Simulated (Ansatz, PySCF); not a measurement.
Process, species as SMILES: CB([O])O -> CB([O-])O (an electron is taken up)
Structures are relaxed separately at B3LYP-D3(BJ)/def2-TZVP in Ansatz (a first-principles code), one conformer each, not searched for the lowest.

Wanted: adiabatic electron affinity (0 K, with B3LYP-D3(BJ) harmonic zero-point energies from PySCF), positive where the reaction releases energy, in eV. Valence correlation only, unless marked. Open shells are spin-unrestricted. No spin-orbit coupling. Non-relativistic. Anions need diffuse functions: aug- sets have them; def2-D sets add few; the other sets have none. CBS marks a two-point X^-3 extrapolation of the correlation energy; Hartree-Fock from the larger set.

CCSD(T)/CBS(aug-cc-pVTZ,aug-cc-pVQZ) (Ansatz) gives 2.96 eV.

Task: Another calculation gave 2.50 eV. Which level was it?
(A) revPBE/def2-TZVPD (Ansatz)
(B) r2SCAN0/def2-TZVPD (Ansatz)
(C) wB97M-V/def2-TZVPD (Ansatz)
(D) SVWN5/def2-TZVPD (Ansatz)

Result: B, r2SCAN0/def2-TZVPD (Ansatz). The others give 2.80 (wB97M-V), 2.68 (revPBE), 3.06 (SVWN5) eV.
